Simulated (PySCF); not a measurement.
**Dipole moment and polarisability of `C/C=C(\C)[C@H](Cl)CCl`**

Compound: C6H10Cl2.
Geometry (GFN2-xTB, Å), atoms numbered from 1 in this order:
```xyz
18
C6H10Cl2 angstrom
C     -2.4510   -0.7254   -0.4193
C     -1.0372   -0.9554   -0.0059
C     -0.1155   -0.0295    0.2413
C     -0.3524    1.4508    0.1703
C      1.2756   -0.4564    0.6087
Cl     1.6457    0.0642    2.2988
C      2.3555    0.1415   -0.2774
Cl     2.0906   -0.3929   -1.9562
H     -3.1252   -1.0751    0.3629
H     -2.6568    0.3203   -0.6203
H     -2.6656   -1.3009   -1.3186
H     -0.7647   -1.9996    0.0836
H      0.3164    1.9715    0.8517
H     -1.3739    1.6951    0.4463
H     -0.1736    1.8164   -0.8412
H      1.3559   -1.5463    0.6128
H      2.3222    1.2299   -0.2723
H      3.3453   -0.2018    0.0231
```

Level: PBE0/def2-SVPD (PySCF), static field, nuclei fixed, core orbitals frozen in the response. The polarisability tensor in these axes (au):

```
x   112.11   8.26   6.79
y     8.26  90.55   5.59
z     6.79   5.59 104.60
```

Question: What are the eigenvalues, a third of the trace, and Δα (Δα² = ½Σ(αi − αj)² over the three pairs)?

Answer: Principal values 87.11, 100.62 and 119.54 au; mean 102.42 au = 15.18 Å³ = 16.89 × 10⁻⁴⁰ C²·m²/J; Δα = 28.22 au (28 % of the mean).

Question: What is the dipole moment, and where does it point?

Answer: (-1.08, 0.10, -0.29) D, 1.13 D in size, pointing from the negative to the positive side. Measured along this direction, the outermost atoms are H18 at the negative end and H9, H11 and H10 at the positive end.

Question: What would n − 1 = 2πNα be for an ideal gas of these molecules at 273.15 K and 1 atm, electronic part alone?

Answer: N = p/kT = 2.6868 × 10¹⁹ cm⁻³, so n − 1 = 2π × N × 15.18 × 10⁻²⁴ cm³ = 2562 × 10⁻⁶ at long wavelengths, for an ideal gas.

Question: Traceless (Buckingham) quadrupole moment about the centre of nuclear charge: eigenvalues?

Answer: -11.29, 4.09, 7.20 D·Å. The values depend on the origin, since the dipole doesn't vanish. The electronic extent ⟨r²⟩ about the same centre is 1635 bohr², a root-mean-square distance of 2.39 Å for the 80 electrons.

Question: What depolarisation ratio follows for Rayleigh scattering of linearly polarised light, taking the static tensor?

Answer: ρ = 3Δα²/(45ᾱ² + 4Δα²) = 2388.4/(472083 + 3184.5) = 0.00503.

Question: Sum over states: ᾱ = Σ f/ω², ω in Eh. What share falls to these 6 lowest TDDFT singlets (eV, f)? 6.12, 0.1901; 6.68, 0.0114; 6.78, 0.0134; 6.84, 0.0532; 6.88, 0.0731; 7.14, 0.0014.

Answer: They add up to 6.17 au, 6.0 % of the 102.42 au; the largest single term is 3.76 au, from the state at 6.12 eV. Terms in order: 3.76, 0.19, 0.21, 0.84, 1.14, 0.02 au. Higher excitations give the rest. The strengths listed sum to 0.343.

Question: Find the Langevin capture rate constant for O2+ (31.990 u) meeting this molecule (152.016 u), k = 2.342 × 10⁻⁹ cm³/s × √(α in Å³ / reduced mass in u).

Answer: The reduced mass is 26.43 u, so k = 1.77 × 10⁻⁹ cm³/s. The formula leaves out the permanent dipole, which adds to the capture rate.

One conformer (not necessarily the lowest) at the GFN2-xTB geometry, without solvent, vibrations or thermal averaging.
